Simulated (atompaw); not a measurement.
# u(r) = r·R(r): atom against pseudo-atom (thallium (Tl))

Columns: radius, all-electron u(r) and pseudo u(r) of the 5p shell (level -76.10 eV) of thallium in the configuration [Kr] 4d10 4f14 5s2 5p6 5d10 6s2 6p1; PBE, scalar-relativistic, PAW (atompaw) scheme, atompaw 4.2.0.5.

| r (bohr) | all-electron | pseudo |
| --- | --- | --- |
| 0.083 | 0.1544 | 0.0380 |
| 0.165 | 0.3088 | 0.1454 |
| 0.248 | -0.3621 | 0.3105 |
| 0.331 | -0.6432 | 0.5113 |
| 0.413 | -0.4324 | 0.7205 |
| 0.496 | 0.0052 | 0.9189 |
| 0.579 | 0.4511 | 1.0832 |
| 0.662 | 0.8020 | 1.1994 |
| 0.744 | 1.0290 | 1.2608 |
| 0.827 | 1.1479 | 1.2709 |
| 0.910 | 1.1789 | 1.2365 |
| 0.992 | 1.1485 | 1.1705 |
| 1.075 | 1.0782 | 1.0833 |
| 1.158 | 0.9856 | 0.9858 |
| 1.240 | 0.8844 | 0.8844 |
| 1.323 | 0.7808 | 0.7808 |
| 1.406 | 0.6814 | 0.6814 |
| 1.488 | 0.5902 | 0.5902 |
| 1.571 | 0.5065 | 0.5065 |
| 1.654 | 0.4322 | 0.4322 |
| 1.737 | 0.3669 | 0.3669 |
| 1.819 | 0.3109 | 0.3109 |
| 1.902 | 0.2621 | 0.2621 |
| 1.985 | 0.2203 | 0.2203 |
| 2.067 | 0.1851 | 0.1851 |
| 2.150 | 0.1549 | 0.1549 |

(1) How many radial nodes do the two functions have?

(2) At about which radius was the pseudo-wave matched?

(3) Is the pseudo-wave norm-conserving?

## Answers

(1) The all-electron 5p function has n − l − 1 = 3 (the table is too coarse to show those close to the nucleus); the pseudo-wave has 0, since the states of the same l below it are removed with the core.

(2) 1.20 bohr, where the columns begin to agree (steps of 0.08 bohr).

(3) No, it belongs to a PAW set: the norm inside the radius is not constrained, and the difference is carried by the augmentation charge.
